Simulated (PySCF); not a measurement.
PySCF 2.14 output of an unrestricted r2SCAN calculation on a single atom or ion in cc-pVTZ-PP with ECP10MDF (5s4p3d1f, 39 functions), with a scalar-relativistic core potential:

```
SCF conv_tol = 1e-09
number electrons alpha = 12  beta = 10
    J. W. Furness, A. D. Kaplan, J. Ning, J. P. Perdew, and J. Sun.,  J. Phys. Chem. Lett. 11, 8208-8215 (2020)
    J. W. Furness, A. D. Kaplan, J. Ning, J. P. Perdew, and J. Sun.,  J. Phys. Chem. Lett. 11, 9248-9248 (2020)
    J. W. Furness, A. D. Kaplan, J. Ning, J. P. Perdew, and J. Sun.,  J. Phys. Chem. Lett. 11, 8208-8215 (2020)
    J. W. Furness, A. D. Kaplan, J. Ning, J. P. Perdew, and J. Sun.,  J. Phys. Chem. Lett. 11, 9248-9248 (2020)
cycle= 1 E= -294.411558213587  delta_E= -0.00788  |g|= 0.099  |ddm|= 0.326
cycle= 2 E= -294.411966357244  delta_E= -0.000408  |g|= 0.0859  |ddm|= 0.167
cycle= 3 E= -294.413714680581  delta_E= -0.00175  |g|= 0.00326  |ddm|= 0.0863
cycle= 4 E= -294.41371956617  delta_E= -4.89e-06  |g|= 0.000348  |ddm|= 0.00757
cycle= 5 E= -294.413719685655  delta_E= -1.19e-07  |g|= 2.47e-05  |ddm|= 0.00147
cycle= 6 E= -294.413719686042  delta_E= -3.87e-10  |g|= 1.76e-06  |ddm|= 0.000166
converged SCF energy = -294.413719686042  <S^2> = 2.0048161  2S+1 = 3.003209
```

The run itself started from symmetry-adapted Hartree-Fock orbitals and held the occupation by maximum overlap, on a logarithmic radial grid, so the iterations belong to that start.

Q: Which element, charge and spin multiplicity is this?

A: Ge (germanium, neutral), multiplicity 3; the state was [Ar] 3d10 4s2 4p2, high-spin 3P determinant.

Energies and moments cover only the electrons outside the core potential.
